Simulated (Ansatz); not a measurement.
Computed with Ansatz on PBE0-D4/def2-TZVP structures; ΔE is electronic, products minus reactants. CBS: MP2 limit from def2 TZ/QZ plus the TZ coupled-cluster correction, frozen cores. This one scheme is used for every species. Functionals use def2-TZVPP. One conformer a species, not always the lowest.

Reaction (formal exchange of groups at a B–N bond): `BN([SiH3])C=C` + `COBCl` → `BB(Cl)OC` + `C=CN[SiH3]`

```json
{"level": "ωB97M-V", "ΔE (kJ/mol)": "158.6"}
{"level": "HF/def2-TZVPP", "ΔE (kJ/mol)": "148.1"}
{"level": "CCSD/def2-TZVPP", "ΔE (kJ/mol)": "158.4"}
{"level": "HF/def2-QZVPP", "ΔE (kJ/mol)": "148.4"}
```

(1) What does CCSD(T)/CBS give? (Best estimate.)

Largest T1 diagnostic among the species: 0.013.

## Answers

(1) Ansatz gave: +159.9 kJ/mol. The listed levels differ from it by -1.3, -11.8, -1.5, -11.5 kJ/mol.

In def2-TZVPP, CCSD(T) changes the Hartree–Fock value by +13.3 kJ/mol (the triples alone add +3.0 kJ/mol) and MP2 by +19.0 kJ/mol. The D4 term adds +4.5 kJ/mol with B3LYP and +2.3 kJ/mol with PBE0; it sums over pairs of atoms, weighted by their polarisabilities, and B3LYP, whose exchange is more repulsive, gets the larger term.

B3LYP here is the variant with VWN-RPA as its local correlation; programs differ in this.
